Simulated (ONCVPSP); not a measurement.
# Ti (Z = 22), ONCV: configuration errors across variants

| Item | Value |
| --- | --- |
| Element | Ti (Z = 22) |
| Generator | ONCVPSP 4.0.1 |
| Type | optimised norm-conserving Vanderbilt (ONCV) |
| Functional | PBE |
| Relativity | scalar-relativistic |
| Frozen core | [Ne] |
| Valence charge | 12 |
| Reference configuration | 3s2 3p6 3d2 4s1.75 4p0.25 |
| Partial waves | 3s+4s: rc 1.60 bohr, ncon 4, nbas 8, qcut 5.9 1/bohr, 2 projectors; 3p+4p: rc 2.20 bohr, ncon 4, nbas 7, qcut 5.2 1/bohr, 2 projectors; 3d: rc 2.15 bohr, ncon 3, nbas 8, qcut 6.4 1/bohr, 2 projectors, debl 3.2 Ha; f scattering state at 0.05 Ha: rc 2.35 bohr, ncon 4, nbas 7, qcut 5.5 1/bohr, 1 projector |
| Local potential | polynomial inside 1.40 bohr (lpopt 5, dvloc0 4 Ha) |
| Core correction | none |

All-electron excitation energies from the reference (eV): (1) 3s2 3p6 3d2 4s2 4p0 -0.755; (2) 3s2 3p6 3d2 4s1 4p0 6.592; (3) 3s2 3p6 3d2 4s0 4p0 20.164; (4) 3s1 3p6 3d2 4s2 4p0 68.900.

Errors AE − PS in meV (a dash: test not solved or not reliable):

| change | (1) | (2) | (3) | (4) | bound ghosts | GHOST(+) flags above zero |
| --- | --- | --- | --- | --- | --- | --- |
| base | 0.0 | -0.6 | -11 | -454 | none | none |
| p: rc 1.88 | 0.0 | -0.1 | -5.1 | -438 | none | none |
| d: nproj 3 | 0.0 | -0.5 | -9.7 | -449 | none | none |
| d: qcut 7.5 | 0.0 | -0.6 | -8.1 | -386 | none | none |
| f: qcut 5 | 0.0 | -0.6 | -11 | -454 | none | none |
| s: rc 1.5 | 0.0 | -0.6 | -10 | -414 | none | none |
| s: qcut 5.1; p: qcut 4.5; d: qcut 5.5; f: qcut 4.7 | 0.0 | -1.2 | -19 | -588 | none | none |
| local potential polynomial inside 1.40 bohr (lpopt 5, dvloc0 4.5 Ha) | 0.0 | -0.6 | -11 | -454 | none | none |

Give the same row for: d: nbas 7.

0.0, -0.6, -10, -452; bound ghosts: none; GHOST(+) flags above zero: none.
